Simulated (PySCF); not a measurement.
A structure optimised at PBE-D3(BJ)/def2-SVP, used in a PySCF frequency run:

```
C
O 1 1.4464
H 2 0.9764 1 105.89
C 1 1.4991 2 108.98 3 -53.78
H 4 1.1007 1 122.38 2 129.87
H 4 1.1013 5 118.96 1 -177.62
C 1 1.5372 2 104.44 3 -172.62
H 7 1.1070 1 111.15 2 -178.24
H 7 1.1074 8 108.95 1 121.43
H 7 1.1094 8 108.99 9 117.79
C 1 1.5374 2 109.80 3 68.54
H 11 1.1074 1 110.03 2 56.34
H 11 1.1092 12 108.72 1 -122.26
H 11 1.1101 12 108.24 13 -116.76
```
Charge 0, spin multiplicity 2.

Problem. Write its SMILES and formula.

Solution. [CH2]C(C)(C)O, C₄H₉O

Problem. What are its rotational constants (standard atomic weights)?

Solution. 4.8916, 4.7393, 4.5808 GHz
